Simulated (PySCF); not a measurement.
C3H13NSi2.
Geometry (PBE0-D3(BJ)/def2-SVP, Å), atoms numbered from 1 in this order:
```
atom  x, y, z in Å
C1    -1.068    1.099    1.283
C2    -0.667   -0.165    0.535
C3    -1.688   -0.550   -0.530
N4     0.691   -0.059   -0.035
Si5    1.716   -1.441    0.249
Si6    1.184    1.359   -0.928
H7    -2.053    0.976    1.758
H8    -1.142    1.961    0.597
H9    -0.332    1.347    2.062
H10   -0.643   -0.983    1.282
H11   -1.769    0.238   -1.295
H12   -1.391   -1.482   -1.034
H13   -2.685   -0.699   -0.088
H14    1.081   -2.698   -0.264
H15    3.022   -1.229   -0.440
H16    1.954   -1.645    1.714
H17    0.150    1.757   -1.936
H18    1.426    2.556   -0.061
H19    2.454    1.023   -1.633
```

Computed with TDDFT CAM-B3LYP/def2-SVPD, vertical, gas phase, core orbitals frozen in the response in PySCF.

Transition dipole moments from the ground state, in atomic units and in the frame of the coordinates above (overall signs are arbitrary), for the states with f of 0.002 or more among the lowest 6:

```json
{"state": "S1", "E (eV)": "6.167", "μx": "-0.066", "μy": "-0.077", "μz": "-0.068"}
{"state": "S2", "E (eV)": "6.710", "μx": "-0.152", "μy": "-0.205", "μz": "-0.299"}
{"state": "S3", "E (eV)": "7.033", "μx": "0.051", "μy": "-0.017", "μz": "0.156"}
{"state": "S4", "E (eV)": "7.128", "μx": "0.164", "μy": "0.005", "μz": "-0.063"}
{"state": "S6", "E (eV)": "7.553", "μx": "0.030", "μy": "0.085", "μz": "0.070"}
```

(1) What oscillator strength does each state have?

(2) Which bond between heavy atoms lies closest to the direction of the S2 transition dipole?

(3) How is the summed strength of these states shared among x, y and z?

(4) What peak molar absorption coefficient would the strongest computed level give as a lone Gaussian band 0.4 eV wide at half height?

## Answers

(1) f = (2/3) ΔE |μ|² with ΔE in hartree (27.2114 eV).

| state | \|μ\|² (au) | \|μ\| (D) | f |
| --- | --- | --- | --- |
| S1 | 0.015 | 0.31 | 0.002 |
| S2 | 0.154 | 1.00 | 0.025 |
| S3 | 0.027 | 0.42 | 0.005 |
| S4 | 0.031 | 0.45 | 0.005 |
| S6 | 0.013 | 0.29 | 0.002 |

(2) C2–C3, at 23° from it; next C1–C2 at 45°.

(3) (2/3) Σ ΔE μα² gives 0.010 for x, 0.009 for y and 0.021 for z, 0.040 in all.

(4) ε(max) = 2.175×10⁸ f / FWHM, with the width in cm⁻¹. S2: 2.175×10⁸ × 0.0254 / 3226 ≈ 1700 L mol⁻¹ cm⁻¹.

One conformer stands for the species.

Without π bonds the low states may be Rydberg-like; a valence basis with one diffuse set may place them up to an eV too high.
